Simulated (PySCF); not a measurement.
# State search for BI

Unrestricted PBE0; PySCF, scalar-relativistic core potentials, basis sets B cc-pVDZ, I cc-pVDZ-PP with ECP28. Outer shells of the fragments: B 2s2 2p1; I 4d10 5s2 5p5.

Followed along the bond (rough minima from three points):

```tsv
2Ms+1	unpaired	⟨S²⟩ at the start	R at minimum (Å)	Te (eV)
1	none	0.00	2.15	0.00
3	σ ↑, π ↑	2.01	2.08	1.76
```

Solutions found at the starting distance of 2.125 Å, counted from the lowest of them; the search is not exhaustive and high or unbound solutions are not listed, so other states can lie among these:

```tsv
2Ms+1	unpaired	term	E (eV)	⟨S²⟩	⟨Lz²⟩	μ (D)
1	none	¹Σ⁺	0.00	0.00	0.00	1.37
3	σ ↑, π ↑	³Π	1.76	2.01	1.00	0.38
1	σ ↑, π ↓	mixed	2.48	1.01	1.01	0.93
3	π ↑↑	mixed	4.56	2.01	2.01	4.57
3	π ↑↑	mixed	4.81	2.01	2.01	4.49
1	π ↑↓	mixed	4.84	1.01	2.01	4.46
```

A term symbol is given only where ⟨S²⟩ and ⟨Lz²⟩ are close to those of a pure state; real π, δ and φ orbitals otherwise mix terms. A positive dipole means B(−)I(+).

Spin–orbit coupling is left out. Counting both spins, an empty level lies below a filled one in some of these solutions, because spin and occupation are held.
